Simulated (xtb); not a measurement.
SnClI, SMILES [Cl][Sn][I] (connectivity only; charge and spin as stated), neutral, multiplicity 1. All values are semi-empirical tight-binding results from xtb (GFN2-xTB unless named), good for trends rather than for accurate numbers. The structure is a stationary point at GFN2-xTB.

For metal compounds this method's bond lengths and energies can be far off.

The point group as xtb finds it is Cs and the orbital gap comes out as 4.12 eV. The zero-point energy is 0.9 kcal/mol. The G − E(el) at 298.15 K (modified RRHO) comes out as -19.2 kcal/mol.
